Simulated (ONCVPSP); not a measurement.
# Before and after: ONCV potential for As

* Element: As
* Generator: ONCVPSP 4.0.1
* Type: optimised norm-conserving Vanderbilt (ONCV)
* Functional: PBE
* Relativity: scalar-relativistic
* Frozen core: [Ar]
* Valence charge: 15
* Reference configuration: 3d10 4s2 (charge +3)
* Partial waves: 4s: rc 1.65 bohr, ncon 4, nbas 8, qcut 3.4 1/bohr, 2 projectors, debl 2.6 Ha; p scattering state at 0.32 Ha: rc 1.35 bohr, ncon 3, nbas 7, qcut 6.2 1/bohr, 2 projectors, debl 3.4 Ha; 3d: rc 0.70 bohr, ncon 4, nbas 9, qcut 26.1 1/bohr, 2 projectors, debl 1.5 Ha
* Local potential: polynomial inside 0.60 bohr (lpopt 5, dvloc0 2 Ha)
* Core correction: none

In the p channel the program set the typed energies aside and used 0.050, 3.450 Ha. In the d channel the program set the typed energies aside and used -2.753, 0.250 Ha.

Change: p: rc 1.1. In the d channel the program set the typed energies aside and used -2.753, 0.250 Ha.

Cutoffs: the cutoffs (Ha) at which the residual kinetic energy of the hardest occupied pseudo-wave falls to 1 and 0.1 mHa per electron; they do not see the model core or the augmentation charge, which bear on the density cutoff. Errors are all-electron minus pseudo energies relative to the spin-unpolarised reference configuration.

Problem. What does the change do?

Solution. The potential gets neither clearly harder nor softer (231 Ha and 263 Ha → 231 Ha and 263 Ha); the bound ghosts move from s to p, s; the lowest positive-energy flag moves from p at 38.5 eV to none; of the 4 tests that both files solve, the error grows in 2 and shrinks in 0 by more than 15 % and 0.3 meV (median size 283.7 → 334.7 meV).

```csv
quantity,base,changed
"cutoff, loose",231 Ha,231 Ha
"cutoff, tight",263 Ha,263 Ha
bound ghosts,s,"s, p"
GHOST(+) flags under 300 eV,p at 38.5 eV,none
"error for 3d10 4s2 4p3, meV [ΔE -54.77 eV]",+324,-389
"error for 3d10 4s2 4p2, meV [ΔE -45.62 eV]",+244,-280
"error for 3d10 4s2 4p1, meV [ΔE -27.70 eV]",+127,-143
"error for 3d10 4s1 4p3, meV [ΔE -35.51 eV]",+337,-433
s: phases at 1.67 bohr within 0.05 rad from the reference energy up to (Ha; the scan ends near 5),3.9,3.9
d: phases at 0.71 bohr within 0.05 rad from the reference energy up to (Ha; the scan ends near 5),to the end of the scan,to the end of the scan
```

 A true bound ghost makes a file unfit for plane-wave use even where its test errors are small: the radial tests pick states by their node count and pass the ghost by.
